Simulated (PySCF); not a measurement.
# Magnetisability: `InChI=1S/C6H5FO2/c7-5-2-1-3-6(5)9-4-8/h1,3-4H,2H2`

Cartesian coordinates in Å; atom numbers follow the order of the lines, from 1:
```xyz
14

O     2.5815    0.7759   -0.9041
C     2.6858    0.1397    0.0973
O     1.7047   -0.4396    0.7876
C     0.4004   -0.2436    0.3738
C    -0.2374    0.9068    0.0915
F     0.2392    2.1516    0.1608
C    -1.6521    0.6364   -0.2911
C    -1.7224   -0.8505   -0.1835
C    -0.5352   -1.3391    0.1972
H     3.6368   -0.0882    0.6067
H    -1.8693    0.9871   -1.3021
H    -2.3532    1.1367    0.3797
H    -2.6141   -1.4087   -0.3960
H    -0.2652   -2.3649    0.3600
```

Method used: PySCF, GIAO B97-D/6-31++G** magnetisability, rotational g tensor and spin-rotation constants, non-relativistic, gas phase. Geometry: GFN2-xTB.

(1) What are the magnetisability and the molar susceptibility?

(2) Split it along the inertial axes a, b, c into diamagnetic and paramagnetic parts about the centre of mass, with the quadrupole moment.

(3) And the rotational g tensor?

## Answers

(1) Isotropic -1046 × 10⁻³⁰ J/T², or -63.0 × 10⁻⁶ cm³/mol; principal values -1304, -958, -877 × 10⁻³⁰ J/T², anisotropy 393 × 10⁻³⁰ J/T² (root of half the summed squared differences of the principal values). The susceptibility is in cgs units.

(2) 
```tsv
axis	χ (10⁻⁶ cm³/mol)	diamagnetic (10⁻⁶ cm³/mol)	paramagnetic (10⁻⁶ cm³/mol)	summed x² of all electrons (Å²)	quadrupole Θ (D Å)
a	-55.7	-477.4	421.7	187.6	+6.89
b	-56.7	-905.7	849.0	86.7	-0.98
c	-76.7	-1163.6	1086.9	25.9	-5.92
```
Anisotropies 2χaa − χbb − χcc = +22.0 and 2χbb − χaa − χcc = +19.0 × 10⁻⁶ cm³/mol. Θ is traceless in Buckingham's convention.

(3) 
```
axis  rotational constant (GHz)        g  nuclear part  electronic part
   a                     2.9405  -0.0493        0.5333          -0.5825
   b                     1.4397  -0.0203        0.5539          -0.5742
   c                     1.0797  -0.0036        0.5477          -0.5513
```
Asymmetric top; isotopes 12C, 19F, 1H, 16O; no vibrational averaging.
